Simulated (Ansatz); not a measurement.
```yaml
crystal:
  periodic: [false, false, false]
  atoms:
    - {symbol: La, position_ang: [1.819990, 0.250540, -0.530989]}
    - {symbol: La, position_ang: [-1.897190, -0.218588, 0.518619]}
    - {symbol: F, position_ang: [0.126578, 1.006783, 0.981347]}
    - {symbol: F, position_ang: [-0.139315, -1.010702, -0.945759]}
    - {symbol: F, position_ang: [3.368663, -0.879760, 0.429908]}
    - {symbol: F, position_ang: [-3.436804, 0.869045, -0.449051]}
    - {symbol: F, position_ang: [2.392280, 1.700444, -2.057598]}
    - {symbol: F, position_ang: [-2.399623, -1.646737, 2.005179]}
basis:
  gaussian: {orbitals: def2-mTZVPP, fitting: {mean_field: def2-universal-jkfit}, final_grid: {core_spheres: 5, valence_spheres: 4, degree: 11}}
hamiltonian: {xc: {name: HF}}
correlation: {active_space: {window: {electrons: 2, orbitals: 1}}}
scf: {omitted_lower_state_checks: [starts]}
```

```sh
$ ansatz run in.yaml --threads 4 --pin off --events-out ev --progress --plain --max-ram 4787MiB
```

It prints (some lines left out):

```
Functional definition: HF
916 factors; integrals over basis functions are off by at most 1.6e0 eV
mean field evaluation 1: about -17943.1148 eV, gradient 8.2e1 eV
mean field evaluation 2: about -17947.8847 eV, gradient 6.7e1 eV
mean field evaluation 4: about -17953.4297 eV, gradient 1.1e0 eV
mean field -17953.43203438 eV, -659.7764579901 hartree, gradient 1.9e-6 eV, S^2 0.000000; 0 other end points of the search recorded, 0 dependent functions left out
reference -17953.43203438 eV, -659.7764579901 hartree; 38, 38 occupied and 172, 172 virtual orbitals, 916 factors
state -17953.43203438 eV, -659.7764579901 hartree
Total energy: -17953.43203438 eV, -659.7764579901 hartree
Checks for a lower state left out: starts
```

Hardware: 4 threads of Arm Neoverse V1 on a shared host. Wall time 3.6 s.

In the def2 sets La takes a core potential; there is no spin–orbit coupling.
